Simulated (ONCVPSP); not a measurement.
## chlorine, ONCV: configuration errors across variants

```json
{
 "Element": "Cl (Z = 17)",
 "Generator": "ONCVPSP 4.0.1",
 "Type": "optimised norm-conserving Vanderbilt (ONCV)",
 "Functional": "LDA (Perdew-Zunger)",
 "Relativity": "scalar-relativistic",
 "Frozen core": "[Ne]",
 "Valence charge": "7",
 "Reference configuration": "3s2 3p5",
 "Partial waves": "3s: rc 1.30 bohr, ncon 4, nbas 9, qcut 3.9 1/bohr, 2 projectors, debl 0.8 Ha; 3p: rc 1.30 bohr, ncon 3, nbas 6, qcut 7.3 1/bohr, 2 projectors, debl 2.6 Ha; d scattering state at 0.08 Ha: rc 1.30 bohr, ncon 5, nbas 10, qcut 8.5 1/bohr, 1 projector",
 "Local potential": "polynomial inside 1.10 bohr (lpopt 3, dvloc0 0 Ha)",
 "Core correction": "polynomial model core, fcfact 0.3"
}
```

All-electron excitation energies from the reference (eV): (1) 3s2 3p4 13.972; (2) 3s2 3p3 39.500; (3) 3s2 3p2 77.895; (4) 3s1 3p6 12.048.

1 further variants failed, have other tests or too few solved ones, and are left out.

Errors AE − PS in meV (a dash: test not solved or not reliable):

```tsv
change	(1)	(2)	(3)	(4)	bound ghosts	GHOST(+) flags above zero
base	+1.1	+15	+65	-4.7	none	s
all radii but the core radius scaled by about 0.83 (s 1.08, p 1.08, d 1.08 bohr); local potential polynomial inside 0.90 bohr (lpopt 3, dvloc0 0 Ha)	-1.1	+7.6	+44	+1.3	none	s, p
all radii but the core radius scaled by about 0.91 (s 1.18, p 1.18, d 1.18 bohr); local potential polynomial inside 1.00 bohr (lpopt 3, dvloc0 0 Ha)	+0.2	+12	+54	-1.0	none	s
all radii but the core radius scaled by about 0.97 (s 1.26, p 1.26, d 1.26 bohr); local potential polynomial inside 1.08 bohr (lpopt 3, dvloc0 0 Ha)	+0.8	+14	+61	-3.3	none	s
all radii but the core radius scaled by about 1.03 (s 1.34, p 1.34, d 1.34 bohr); local potential polynomial inside 1.14 bohr (lpopt 3, dvloc0 0 Ha)	+1.3	+16	+68	-6.3	none	s
all radii but the core radius scaled by about 1.06 (s 1.38, p 1.38, d 1.38 bohr); local potential polynomial inside 1.18 bohr (lpopt 3, dvloc0 0 Ha)	+1.5	+17	+71	-8.0	none	s
all radii but the core radius scaled by about 1.18 (s 1.54, p 1.54, d 1.54 bohr); local potential polynomial inside 1.30 bohr (lpopt 3, dvloc0 0 Ha)	+2.1	+21	+84	-16	none	none
all radii but the core radius scaled by about 1.26 (s 1.64, p 1.64, d 1.64 bohr); local potential polynomial inside 1.38 bohr (lpopt 3, dvloc0 0 Ha)	+2.4	+24	+92	-22	none	none
all radii but the core radius scaled by about 1.31 (s 1.70, p 1.70, d 1.70 bohr); local potential polynomial inside 1.44 bohr (lpopt 3, dvloc0 0 Ha)	+2.6	+25	+97	-27	none	none
```

**Question.** Give the same row for: all radii but the core radius scaled by about 1.12 (s 1.46, p 1.46, d 1.46 bohr); local potential polynomial inside 1.24 bohr (lpopt 3, dvloc0 0 Ha).

**Answer.** +1.8, +19, +78, -12; bound ghosts: none; GHOST(+) flags above zero: s.
